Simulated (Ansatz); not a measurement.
Consider the ligand exchange at the Si–C bond: `N=C([SiH3])S` + `OB(O)Cl` → `OB(Cl)O[SiH3]` + `N=CS`.

Computed with Ansatz on PBE0-D4/def2-TZVP structures; ΔE is electronic, products minus reactants. CCSD(T)/CBS is the MP2 limit (def2-TZVPP, def2-QZVPP) plus CCSD(T) − MP2 in def2-TZVPP, frozen cores. This one scheme is used for every species. Functionals use def2-TZVPP. Each species was taken in one conformer, which may not be the lowest.

```tsv
level	ΔE (eV)
PBE-D4	-0.84
ωB97X-V	-1.03
MP2/def2-TZVPP	-1.02
SCS-MP2/def2-TZVPP	-1.07
```

Task: What does CCSD(T)/CBS give? (Best estimate.)

Result: Ansatz gave: -1.00 eV. The listed levels differ from it by 0.16, -0.03, -0.02, -0.07 eV.

Largest T1 diagnostic among the species: 0.014.

The D4 term adds +0.03 eV with B3LYP and +0.02 eV with PBE0; it sums over pairs of atoms, weighted by their polarisabilities, and B3LYP, whose exchange is more repulsive, gets the larger term. From PBE to PBE0 (25 % exact exchange), in def2-TZVPP and without D4, ΔE moves by −0.08 eV. In def2-TZVPP, CCSD(T) changes the Hartree–Fock value by +0.27 eV (the triples alone add +0.05 eV) and MP2 by +0.25 eV.

B3LYP here is the variant with VWN-RPA as its local correlation; programs differ in this.
